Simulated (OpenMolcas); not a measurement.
## In I: thermal populations, the spin-orbit constant, worked from levels

```json
{
  "Program": "OpenMolcas",
  "Basis": "ANO-RCC-VTZP [7s6p4d2f1g]",
  "Scalar Hamiltonian": "X2C, point nucleus",
  "Active space": "3 electrons in 4 orbitals (5s 5p)",
  "State averaging": "2S+1 = 4 odd, 1 root (0 in the spin-orbit step); 2S+1 = 2 odd, 3 roots; 2S+1 = 4 even, 3 roots; 2S+1 = 2 even, 5 roots (0 in the spin-orbit step)",
  "Spin-orbit coupling": "RASSI with atomic mean-field integrals over the reference wave functions, term energies averaged over their components"
}
```

Methods: CASSCF; SS-CASPT2, IPEA 0.25 Eh, imaginary shift 0.1 Eh (closed shells correlated: 4d). Measured levels: NIST Handbook of Basic Atomic Spectroscopic Data.

**Thermal populations.** Z = Σ (2J + 1) exp(-E/kT) with k = 0.695035 cm-1/K, over the levels below. No other level of either list lies under 24300 cm-1, which is above 7 kT at each temperature.

| Level | 2J + 1 | SS-CASPT2 | measured |
| --- | --- | --- | --- |
| 5s2 5p 2P* 1/2 | 2 | 0.0 | 0.0 |
| 5s2 5p 2P* 3/2 | 4 | 2098 | 2213 |

```tsv
T (K)	Z, SS-CASPT2	Z, measured levels	Ground level (%), SS-CASPT2	Ground level (%), measured levels
2000	2.884	2.814	69.3	71.1
3000	3.462	3.384	57.8	59.1
5000	4.187	4.116	47.8	48.6
```

At 5000 K, kT = 3475 cm-1, and the computed levels give Z = 2.000 + 2.187 = 4.187.

**The spin-orbit constant.** For the Hund term 2P* of p1, E(J) = (A/2) J(J+1) + constant and ζ = 2S·A = A. From J = 1/2 to J = 3/2 the energy changes by 1.5 A.

```csv
Source,E(3/2) - E(1/2),A,ζ
CASSCF,2098.0,1398.7,1399
SS-CASPT2,2098.0,1398.7,1399
measured,2212.6,1475.1,1475
```

All in cm-1. SS-CASPT2 is off by -5.2 % and CASSCF by -5.2 %. Both methods take the spin-orbit matrix elements from the reference wave functions, so the second can move ζ only through the term energies and any multistate remixing.

Some high roots are left out of the spin-orbit mixing, which shifts the levels that they would mix with. Without dynamic correlation excited terms often stand tens of per cent too high (terms of higher spin than the ground term too low), and those without a measured partner can miss by more than the paired ones (holds for CASSCF). Measured partners are found by configuration, term and J. A level has none where our copy of the source lacks it or the pairing is in doubt (some pairs that miss far off the trend of their configuration count as doubtful), and it then counts in no deviation. Only configurations of the active space appear.

* marks odd parity.
